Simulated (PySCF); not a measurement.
SMILES C=[CH][SnH]([F])[F] (C₂H₄F₂Sn), B3LYP/def2-SVP optimised geometry.

```
9

Sn    -0.71    -0.82     0.00
F     -1.11    -1.56    -1.75
F      1.23    -0.82     0.00
C     -1.42    -2.16     1.49
C     -2.24    -1.76     2.47
H     -1.23     0.82     0.00
H     -1.09    -3.20     1.43
H     -2.59    -0.72     2.57
H     -2.60    -2.46     3.24
```

Density from B3LYP/def2-TZVP, def2 effective core potentials past Kr run with PySCF 2.14.0 at that geometry. The core electrons that the potentials of Sn replace are not part of the density.

Minimum of the electron density along straight lines between bonded atoms, close to the bond critical point (lines longer than 1.1 times the sum of covalent radii, or with two minima, are not listed):

```
bond    length / Å  ρ at the minimum / e bohr⁻³  ∇²ρ there / e bohr⁻⁵  position (fraction from the first atom)
------  ----------  ---------------------------  --------------------  ---------------------------------------
Sn1–F2       1.942                        0.116                  0.56                                     0.52
Sn1–F3       1.942                        0.116                  0.56                                     0.52
Sn1–C4       2.130                        0.110                  0.11                                     0.51
C4–C5        1.337                            ?                 -1.06                                     0.50
Sn1–H6       1.712                        0.115                     ?                                     0.63
C4–H7        1.096                        0.278                 -0.96                                     0.65
C5–H8        1.096                        0.280                 -0.98                                     0.65
C5–H9        1.097                        0.279                 -0.98                                     0.65
```

### Question
What belongs in the gaps?

### Answer

- C4–C5, ρ at the minimum / e bohr⁻³: 0.349
- Sn1–H6, ∇²ρ there / e bohr⁻⁵: 0.06
